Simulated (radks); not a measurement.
Spin polarisation of the 4p3 shell in Se+. Start: [Ar] 3d10 4s2 4p(up 1.5, down 1.5); electrons of 4p are moved from spin down to spin up, other shells keep equal spins. Calculated with a radial shooting solver on a logarithmic mesh with Libxc functionals: scalar-relativistic Kohn-Sham, PBE, spin-polarised, spherical densities, point nucleus.

moment (Bohr magnetons)  E - E(0) (eV)  e(4p up) (eV)  e(4p down) (eV)  4s down minus up (eV)  3d down minus up (eV)  3p down minus up (eV)
0                                0.000        -15.407          -15.407                  0.000                  0.000                  0.000
0.75                            -0.128        -15.723          -15.041                  0.682                  0.086                  0.062
1.5                             -0.513        -15.994          -14.618                  1.373                  0.173                  0.123
2.25                            -1.161        -16.221          -14.136                  2.080                  0.262                  0.186
3                               -2.079        -16.404          -13.588                  2.800                  0.353                  0.249

At moment 3 the spin-polarisation energy is -2.079 eV and the 4p exchange splitting 2.816 eV, that is 0.939 eV per Bohr magneton; E = -I m^2/4 would give I = 0.924 eV.
